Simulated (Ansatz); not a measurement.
Reaction (isomerisation): `C[CH2][InH][SH]` → `[CH3][In]([CH3])[SH]`

Computed with Ansatz on PBE0-D4/def2-TZVP structures; ΔE is electronic, products minus reactants. CBS: MP2 limit from def2 TZ/QZ plus the TZ coupled-cluster correction, frozen cores. Functionals use def2-TZVPP. def2 core potentials past Kr. For In outer-core shells are correlated without core-valence functions, which leaves a few kJ/mol of doubt a bond. One conformer a species, not always the lowest.

`C[CH2][InH][SH]`:

Z-matrix (Å, degrees):
```
C
C 1 1.520
H 1 1.093 2 111.9
H 1 1.095 2 111.5 3 119.9
H 1 1.093 2 111.9 3 -120.2
In 2 2.158 1 114.4 3 60.1
H 2 1.094 1 111.2 3 -178.8
H 2 1.094 1 111.2 3 -60.9
S 6 2.401 2 115.1 1 -0.6
H 6 1.717 2 131.7 1 179.4
H 9 1.344 6 94.2 2 -0.0
```

`[CH3][In]([CH3])[SH]`:

Z-matrix (Å, degrees):
```
C
In 1 2.145
H 1 1.090 2 109.9
H 1 1.090 2 111.2 3 121.4
H 1 1.092 2 109.3 3 -118.9
C 2 2.147 1 131.7 3 -150.9
S 2 2.410 1 113.1 3 30.1
H 6 1.090 2 111.2 1 24.8
H 6 1.092 2 109.2 1 -95.0
H 6 1.090 2 110.0 1 146.1
H 7 1.343 2 94.5 1 179.5
```

```tsv
level	ΔE (kJ/mol)
revPBE-D4	-32.6
CAM-B3LYP-D4	-35.0
PBE	-37.7
r2SCAN	-38.0
RPA@PBE/def2-TZVPP	-37.2
MP2/def2-SVP	-29.0
MP2/def2-QZVPP	-45.2
MP2/CBS(def2)	-45.1
```

Task: What does CCSD(T)/CBS give? (Best estimate.)

Result: The calculation gave: -40.1 kJ/mol. The listed levels differ from it by 7.5, 5.1, 2.4, 2.1, 2.9, 11.1, -5.1, -5.0 kJ/mol.

Largest T1 diagnostic among the species: 0.013.

The D4 term adds +3.5 kJ/mol with B3LYP and +1.8 kJ/mol with PBE0; it sums over pairs of atoms, weighted by their polarisabilities, and B3LYP, whose exchange is more repulsive, gets the larger term. In def2-TZVPP, CCSD(T) changes the Hartree–Fock value by −5.4 kJ/mol (the triples alone add −0.8 kJ/mol) and MP2 by −10.4 kJ/mol.

CCSD(T)/CBS has its own doubt, a few kJ/mol and more with outer-core shells, so smaller differences from it don't rank the levels.

B3LYP here is the variant with VWN-RPA as its local correlation; programs differ in this.
